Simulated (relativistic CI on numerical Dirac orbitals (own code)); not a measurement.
## Line list: Electric-dipole lines, Co¹⁰⁺

Computed by Dirac-Coulomb-Breit CI, orbitals from a KLI potential per configuration, model QED, unscaled Slater integrals (own radial code, finite nucleus).

Configuration list (outside the closed core [Ne]): 3s²3p⁵, 3s3p⁶, 3s²3p⁴3d, 3s3p⁵3d, 3p⁶3d, 3s3p⁴3d², 3s²3p⁴4s, 3s²3p⁴4p, 3s²3p³3d4p, 3p⁶4s, 3p⁶4p, 3s²3p⁴4d, 3s3p⁴3d4s, 3s²3p³3d4s, 3s²3p²3d²4s, 3s3p³3d²4s, 3s²3p²3d4s², 3s²3p²3d4s4p, 3s²3p²3d4s4d. Double excitations out of closed p, d and f shells are left out; levels of such configurations are missing from the list, as are those of other unlisted configurations, and high levels can miss mixing partners.

| λ vac (nm) | Lower | Upper | A (s⁻¹) | log gf | S velocity/length |
| --- | --- | --- | --- | --- | --- |
| 8.3476 | 3s²3p⁵ ²P°3/2 [1] | 3s²3p⁴4s ²D5/2 [80] | 5.16e+10 | -0.49 | 0.99 |
| 8.5411 | 3s²3p⁵ ²P°3/2 [1] | 3s²3p⁴4s ²P3/2 [78] | 9.86e+10 | -0.37 | 0.95 |
| 11.561 | 3s²3p⁴3d ⁴F9/2 [8] | 3s²3p⁴4p ⁴D°7/2 [147] | 3.73e+10 | -0.22 | 0.80 |
| 13.082 | 3s3p⁶ ²S1/2 [3] | 3s3p⁵3d ²P°1/2 [54] | 2.15e+11 | 0.04 | 0.63 |
| 13.113 | 3s3p⁶ ²S1/2 [3] | 3s3p⁵3d ²P°3/2 [53] | 2.18e+11 | 0.35 | 0.64 |
| 15.933 | 3s²3p⁵ ²P°3/2 [1] | 3s²3p⁴3d ²P1/2 [30] | 6.66e+10 | -0.29 | 0.49 |
| 15.959 | 3s²3p⁵ ²P°3/2 [1] | 3s²3p⁴3d ²D5/2 [29] | 2.55e+11 | 0.77 | 0.70 |
| 16.018 | 3s²3p⁵ ²P°1/2 [2] | 3s²3p⁴3d ²D3/2 [31] | 2.45e+11 | 0.58 | 0.67 |
| 16.125 | 3s²3p⁵ ²P°3/2 [1] | 3s²3p⁴3d ²P3/2 [28] | 2.34e+11 | 0.56 | 0.54 |
| 16.314 | 3s3p⁶ ²S1/2 [3] | 3s3p⁵3d ²P°3/2 [48] | 2.40e+10 | -0.42 | 0.91 |
| 16.441 | 3s²3p⁵ ²P°1/2 [2] | 3s²3p⁴3d ²P1/2 [30] | 1.66e+11 | 0.13 | 0.53 |
| 17.307 | 3s²3p⁵ ²P°3/2 [1] | 3s²3p⁴3d ²S1/2 [27] | 1.44e+11 | 0.11 | 0.82 |
| 17.693 | 3s3p⁵3d ⁴F°9/2 [35] | 3s3p⁴3d² ⁴G11/2 [187] | 6.58e+10 | 0.57 | 0.74 |
| 17.853 | 3s3p⁵3d ⁴F°7/2 [36] | 3s3p⁴3d² ⁴G9/2 [184] | 5.85e+10 | 0.45 | 0.74 |
| 17.908 | 3s²3p⁵ ²P°1/2 [2] | 3s²3p⁴3d ²S1/2 [27] | 4.74e+10 | -0.34 | 0.89 |
| 17.941 | 3s3p⁵3d ⁴F°9/2 [35] | 3s3p⁴3d² ²H11/2 [175] | 2.61e+10 | 0.18 | 0.75 |
| 18.092 | 3s3p⁵3d ⁴F°3/2 [38] | 3s3p⁴3d² ⁴G5/2 [186] | 5.82e+10 | 0.23 | 0.75 |
| 21.155 | 3s²3p⁴3d ²S1/2 [27] | 3s3p⁵3d ²P°3/2 [53] | 4.50e+10 | 0.08 | 1.39 |
| 21.640 | 3s²3p⁴3d ²G9/2 [21] | 3s3p⁵3d ²F°7/2 [50] | 6.31e+10 | 0.55 | 0.78 |
| 21.675 | 3s²3p⁴3d ²G7/2 [20] | 3s3p⁵3d ²F°5/2 [49] | 5.61e+10 | 0.37 | 0.80 |
| 21.886 | 3s²3p⁴3d ²F7/2 [24] | 3s3p⁵3d ²D°5/2 [52] | 3.75e+10 | 0.21 | 0.89 |
| 25.673 | 3s²3p⁴3d ⁴F9/2 [8] | 3s3p⁵3d ⁴D°7/2 [39] | 1.51e+10 | 0.08 | 0.98 |
| 25.836 | 3s²3p⁴3d ⁴D5/2 [4] | 3s3p⁵3d ⁴F°7/2 [36] | 6.13e+09 | -0.31 | 1.44 |
| 25.900 | 3s²3p⁴3d ⁴F7/2 [10] | 3s3p⁵3d ⁴D°5/2 [40] | 1.47e+10 | -0.05 | 0.99 |
| 26.108 | 3s²3p⁴3d ⁴D7/2 [5] | 3s3p⁵3d ⁴F°9/2 [35] | 7.44e+09 | -0.12 | 1.42 |
| 26.953 | 3s²3p⁴3d ⁴D7/2 [5] | 3s3p⁵3d ⁴P°5/2 [34] | 1.60e+10 | 0.02 | 1.14 |
| 27.398 | 3s²3p⁴3d ⁴D5/2 [4] | 3s3p⁵3d ⁴P°3/2 [33] | 1.28e+10 | -0.24 | 1.17 |
| 28.628 | 3s²3p⁴3d ⁴F9/2 [8] | 3s3p⁵3d ⁴F°9/2 [35] | 1.23e+10 | 0.18 | 1.52 |
| 28.811 | 3s²3p⁴3d ⁴F7/2 [10] | 3s3p⁵3d ⁴F°7/2 [36] | 9.52e+09 | -0.02 | 1.50 |
| 28.886 | 3s²3p⁴3d ⁴F5/2 [12] | 3s3p⁵3d ⁴F°5/2 [37] | 9.44e+09 | -0.15 | 1.48 |

Terms are leading LS components. Brackets give the number of a level in order of energy, since labels repeat. The list gives strong lines, with weight on those to low levels, among the lowest 200 of 2248 levels, so that lines to higher ones, which can be the strongest, are missing. Levels whose partners in the same complex of configurations lie outside the list can be far off, and so can their lines. Rates are taken at the computed energies, electric ones in the length gauge. A velocity-to-length ratio far from 1 marks an uncertain rate.

At this charge energies of transitions that change n are usually good to better than 1 %, and those within a shell (Δn = 0) to a few per cent.
